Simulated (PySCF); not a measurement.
# Polarisability and C₆ of Pd (palladium, neutral)

[Kr] 4d10, closed-shell 1S. Computed with PySCF 2.14 in aug-cc-pVTZ-DK, with the spin-free X2C one-electron Hamiltonian (Gaussian nucleus). Coupled (time-dependent) response in atomic units; α is the mean over directions.

```json
{"method": "PW91", "mean α (bohr³)": "26.71", "C₆ (like pair)": "174.9", "S(−4)": "718.7"}
```

S(−4) is the Cauchy moment in α(ω) = α(0) + S(−4) ω² + …

Reference α: 26.14 ± 0.1 bohr³ (recommended; Schwerdtfeger and Nagle, table of static dipole polarizabilities (2023 update)). Published C₆: 628.0 (Gould and Bucko (2016)).

α(iu) at PW91:

```tsv
u (hartree)	α(iu) (bohr³)
0	26.71
0.0500	25.09
0.100	21.68
0.200	15.89
0.300	12.59
0.500	9.210
0.750	6.872
1.00	5.317
1.50	3.406
2.00	2.349
3.00	1.304
5.00	0.5673
```
